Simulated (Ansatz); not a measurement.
The inner images of a band of BClH2 + BrH (6 atoms, charge 0, multiplicity 1) are given out of order.

The calculation used RKS BHLYP/def2-SVP in Ansatz.

First end point:

```xyz
6
Properties=species:S:1:pos:R:3
B -0.015 0.380 0.035
Cl -0.034 0.845 1.722
H 1.042 0.272 -0.504
H -1.059 0.227 -0.516
Br 0.109 -3.017 0.870
H 0.112 -2.221 2.041
```

Last end point:

```xyz
6
Properties=species:S:1:pos:R:3
B 0.017 -0.491 -0.425
Cl 0.008 0.265 2.590
H 1.050 0.088 -0.538
H -1.053 0.017 -0.527
Br 0.083 -2.388 -0.197
H 0.049 -1.005 2.746
```

Problem. Put them in order from the first end to the last, with their energies above the first end.
A.
```xyz
6
Properties=species:S:1:pos:R:3
B -0.005 0.235 0.106
Cl -0.019 0.732 1.796
H 1.049 0.145 -0.438
H -1.052 0.071 -0.434
Br 0.106 -2.792 0.757
H 0.077 -1.904 1.861
```
B.
```xyz
6
Properties=species:S:1:pos:R:3
B 0.018 -0.392 -0.093
Cl 0.006 0.198 2.189
H 1.055 0.105 -0.387
H -1.051 0.037 -0.378
Br 0.082 -2.357 0.248
H 0.045 -1.106 2.069
```
C.
```xyz
6
Properties=species:S:1:pos:R:3
B 0.019 -0.466 -0.287
Cl 0.007 0.237 2.445
H 1.053 0.098 -0.442
H -1.052 0.028 -0.431
Br 0.083 -2.369 0.009
H 0.045 -1.042 2.354
```
D.
```xyz
6
Properties=species:S:1:pos:R:3
B 0.013 -0.220 0.086
Cl 0.004 0.256 2.016
H 1.055 0.085 -0.393
H -1.049 0.018 -0.387
Br 0.082 -2.357 0.507
H 0.050 -1.296 1.820
```
E.
```xyz
6
Properties=species:S:1:pos:R:3
B 0.004 0.035 0.144
Cl -0.007 0.507 1.895
H 1.054 0.073 -0.408
H -1.050 0.001 -0.401
Br 0.092 -2.514 0.646
H 0.062 -1.616 1.771
```

Solution. A (+4.1 kJ/mol), E (+33.0 kJ/mol), D (+87.1 kJ/mol), B (+43.4 kJ/mol), C (+17.7 kJ/mol).

The run took 2.1 min on 1 thread of AMD EPYC 7B13 (Zen 3), with other jobs on the host, peak memory 0.18 GiB.
